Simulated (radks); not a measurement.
Q: Lu LXII, 10 electrons, occupied as [Ne]. Method: scalar-relativistic Kohn-Sham, r2SCAN, spin-unpolarised, spherical densities, finite nucleus; meta-GGA in the generalised Kohn-Sham scheme; Fermi nuclear charge, rms radius 5.37 fm; computed with a radial shooting solver on a logarithmic mesh with Libxc functionals. Some entries of the table are withheld. Estimate them.

orbital,occ.,eigenvalue (eV),<r^2> (bohr^2),<1/r> (bohr^-1)
1s,2,-68532.95,0.0005112,(1)
2s,2,-15706.34,(2),19.53
2p,6,-14451.16,0.006204,(3)
3s,0,-6481.078,(4),8.044
3p,0,(5),0.04054,7.546
3d,0,-5812.395,0.03085,7.179

A: 
(1) 1s <1/r> (bohr^-1): 82.24
(2) 2s <r^2> (bohr^2): 0.007635
(3) 2p <1/r> (bohr^-1): 17.84
(4) 3s <r^2> (bohr^2): 0.04203
(5) 3p eigenvalue (eV): -6112.610
